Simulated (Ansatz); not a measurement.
ClH$_{4}$NSn, SMILES `[NH2][SnH2][Cl]` at its PBE0-D4/def2-TZVP geometry, where that method's forces vanish. Charge 0, multiplicity 1. Sn: def2 effective core potential.

```xyz
7

N    -0.8731   -0.3933    0.9169
Sn    0.5329    0.4611   -0.2353
Cl    0.7422   -0.6787   -2.2786
H    -0.6640   -1.3482    1.1779
H    -1.8002   -0.3772    0.5119
H     2.0351    0.3044    0.5389
H     0.0271    2.0320   -0.6316
```

(1) What forces (eV/Å) does PBE-D4/def2-TZVPP give on these atoms in Ansatz 0.2.0? (An estimate is asked.)

Results:

(1) Ansatz gave: 
```
N1  -0.053  0.173  0.343
Sn2  0.155  0.154 -0.037
Cl3  0.040 -0.162 -0.307
H4   0.069 -0.328  0.075
H5  -0.310 -0.003 -0.146
H6   0.167 -0.018  0.105
H7  -0.068  0.183 -0.032
```
